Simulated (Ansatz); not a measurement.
Mulliken charges of `BOC1CO1` from ωB97M-V/def2-TZVPP in Ansatz (PBE0-D4/def2-TZVP geometry).

| atom | x (Å) | y (Å) | z (Å) | charge (e) |
| --- | --- | --- | --- | --- |
| B1 | -1.490 | 0.049 | -0.907 | -0.039 |
| O2 | -0.881 | -0.802 | -0.058 | -0.221 |
| C3 | 0.168 | -0.424 | 0.766 | 0.186 |
| C4 | 1.324 | 0.299 | 0.260 | -0.011 |
| O5 | 1.359 | -1.101 | 0.558 | -0.304 |
| H6 | -2.397 | -0.394 | -1.544 | 0.055 |
| H7 | -1.121 | 1.188 | -0.995 | 0.046 |
| H8 | -0.152 | -0.342 | 1.802 | 0.096 |
| H9 | 1.910 | 0.933 | 0.920 | 0.092 |
| H10 | 1.363 | 0.543 | -0.797 | 0.099 |

**Question.** By hand: the dipole of these point charges (1 e Å = 4.8032 D).

**Answer.** Σ q r = (-0.031, 0.568, 0.066) e Å, of length 0.573 e Å = 2.75 D.

**Question.** How does the dipole of the full density compare? (An estimate is asked.)

**Answer.** Computed: (0.038, 0.440, 0.129) e Å, 2.21 D; the point charges give 1.24 times that, at 12° from its direction.

Point charges leave out the atoms' own dipoles, such as those of lone pairs, and Mulliken's split depends on the basis, so the two needn't agree.
